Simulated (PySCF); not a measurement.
## [Mo(Cl)3(CH3)3] (charge 0, multiplicity 1)

Computed with TPSSh-D3(BJ)/def2-TZVP // PBE-D3(BJ)/def2-SVP (PySCF).

* **HOMO**: -7.27 eV
* **dipole moment**: 2.80 D
* **HOMO–LUMO gap**: 2.51 eV
* **LUMO**: -4.77 eV
* **charge on the central atom (Mulliken)**: 0.66 e
* **total energy**: -1568.7825 Ha
* **cost**: around 21 core-minutes (rough)

```xyz
16

Mo     0.2959     0.0388    -0.0934
Cl     2.2923     1.1637    -0.5330
Cl     0.4054    -0.5098    -2.3671
Cl     0.8792    -0.2975     2.1017
C     -0.1241    -2.0901     0.0943
H      0.9168    -2.4798     0.1583
H     -0.6285    -2.5161    -0.7882
H     -0.6691    -2.3218     1.0275
C     -0.5579     1.8898     0.5416
H     -0.6762     2.4442    -0.4141
H      0.2088     2.3923     1.1605
H     -1.5204     1.8289     1.0787
C     -1.8226    -0.1065    -0.5974
H     -2.2064     0.8263    -1.0502
H     -2.2682    -0.2352     0.4148
H     -2.0779    -0.9651    -1.2398
```
